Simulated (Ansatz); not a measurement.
`C[NH][InH][F]` + H₂ → `C[NH][InH2]` + H–F at 600 K and 1 bar (hydrogenolysis of the In–F bond).

Program: Ansatz. Geometries: PBE0-D4/def2-TZVP. ΔE: electronic, gas phase. CCSD(T)/CBS is the MP2 limit (def2-TZVPP, def2-QZVPP) plus CCSD(T) − MP2 in def2-TZVPP, frozen cores. This one scheme is used for every species. def2 core potentials past Kr. For In outer-core shells are correlated without core-valence functions, which leaves a few kJ/mol of doubt a bond. One conformer a species, not always the lowest.

| species | CCSD(T)/CBS energy (Eh) | H − E (kJ/mol) | S (J/(mol·K)) |
| --- | --- | --- | --- |
| `C[NH][InH][F]` | -385.38945 | 216.5 | 427.7 |
| H₂ | -1.17544 | 43.9 | 150.8 |
| `C[NH][InH2]` | -286.14916 | 222.1 | 392.4 |
| H–F | -100.39570 | 42.3 | 194.0 |

H − E and S are ideal-gas, rigid-rotor, harmonic terms from PBE0-D4/def2-TZVP, for one conformer and one mirror image of each species. The MP2-based limit puts H₂ 0.8 mEh under its directly extrapolated value; such offsets cancel only in part. 1 Eh = 2625.50 kJ/mol, R = 8.31446 J/(mol·K).

Q: By hand: ΔE, ΔH, ΔS and ΔG.

A: ΔE = (-286.14916) + (-100.39570) − (-385.38945) − (-1.17544) = 0.02003 Eh = 52.6 kJ/mol. Δ(H − E) = 222.1 + 42.3 − 216.5 − 43.9 = 4.0, so ΔH = 56.6 kJ/mol. ΔS = 392.4 + 194.0 − 427.7 − 150.8 = 7.9 J/(mol·K). ΔG = 56.6 − 600 × (7.9)/1000 = 51.9 kJ/mol.

Q: By hand: the equilibrium constant, and the temperature at which ΔG would vanish if ΔH and ΔS stayed fixed.

A: log₁₀ K = −ΔG/(RT ln 10) = -4.5. ΔG = 0 at ΔH/ΔS = 7165 K, far beyond where these terms or the molecules hold.

The number of gas molecules stays the same, so ΔS is small and ΔH decides. A doubt of 5 kJ/mol in ΔE shifts log₁₀ K by 0.4 here. Other conformers and mirror images would add mixing entropy, several J/(mol·K) or more a flexible species. These are equilibria of isolated gas molecules and say nothing of rates. Largest T1 diagnostic: 0.016 (customary marks: 0.02 for closed shells, 0.045 for open ones).
